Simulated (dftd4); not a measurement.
CF$_{2}$ (SMILES F[C]F), singlet, at a GFN2-xTB geometry; D4 for hf (dftd4).

dftd4 was given this input:
```
$ dftd4 mol.xyz --func hf --charge 0 --json dftd4.json --noedisp --grad

# file mol.xyz
3

F     -1.02933801    -0.22870680     0.03405471
C     -0.01684584     0.58931167     0.03468448
F      1.04056857    -0.16416765    -0.05717770
```

What the program printed (banner, timings and long lists left out):

```
                    ____  _____ _____     ____  _  _
      -------------|  _ \|  ___|_   _|---|  _ \| || |------------
     |             | | | | |_    | | ___ | | | | || |_           |
     |             | |_| |  _|   | ||___|| |_| |__   _|          |
     |             |____/|_|     |_|     |____/   |_|            |
     |             ===================================           |
     |            E. Caldeweyher, S. Ehlert & S. Grimme          |
     |          Mulliken Center for Theoretical Chemistry        |
     |                    University of Bonn                     |
      -----------------------------------------------------------

Rational (Becke-Johnson) damping: hf-D4-ATM
---------------------
  s6         1.0000
  s8         1.6168
  s9         1.0000
  a1         0.4496
  a2         3.3574
 alp        16.0000
--------------------

Dispersion energy:      -3.5280417906668E-03 Eh

Gradient norm:           2.8221547618566E-04 Eh/a0
--------------------------------------------------
     #    Z           dE/dx      dE/dy      dE/dz
--------------------------------------------------
     1    9 F    -1.988E-04 -1.262E-05  8.391E-06
     2    6 C    -3.670E-07  1.284E-05  7.556E-07
     3    9 F     1.991E-04 -2.154E-07 -9.147E-06
--------------------------------------------------

Virial:
--------------------------------------------------
      component           x          y          z
--------------------------------------------------
          x       7.782E-04  2.372E-05 -3.433E-05
          y       2.372E-05  1.982E-05  5.242E-08
          z      -3.433E-05  5.242E-08  1.578E-06
--------------------------------------------------

[Info] Dispersion results written to 'dftd4.txt'
[Info] JSON dump of results written to 'dftd4.json'
```
